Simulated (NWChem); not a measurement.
Atomisation of CF₂

```xyz
3

F      1.0291     0.0000    -0.1980
C      0.0000     0.0000     0.5940
F     -1.0291     0.0000    -0.1980
```
Charge 0, spin multiplicity 1.

Everything below was run with NWChem. The geometry was optimised at B3LYP/def2-SVP, a minimum by its harmonic frequencies.

Basis set: def2-TZVP. The atomisation energy is electronic alone: no zero-point, thermal, spin-orbit or counterpoise terms. No value is extrapolated to the basis-set limit. Free atoms are single determinants with multiplicities F 2, C 3. Correlated methods freeze the same cores in atoms and molecule, 3 orbitals in all.

B3LYP has NWChem's definition, with VWN1-RPA local correlation. The structure started from a generated list of species. The stability of the SCF solutions was not checked. Open-shell Hartree-Fock references start from PBE0 orbitals. Coupled-cluster values serve here as a point of comparison, not as the truth.

```tsv
method	atomisation energy (kcal/mol)
HF	[?]
CAM-B3LYP	259.5
PBE0	258.2
B3LYP	255.4
MP2	263.4
r2SCAN	259.2
LDA (SVWN5)	[?]
M06-2X	259.4
PBE	[?]
CCSD(T)	[?]
```

### Question
Complete the blanks.

### Answer

- HF, atomisation energy (kcal/mol): 158.2
- LDA (SVWN5), atomisation energy (kcal/mol): 324.6
- PBE, atomisation energy (kcal/mol): 276.7
- CCSD(T), atomisation energy (kcal/mol): 249.4
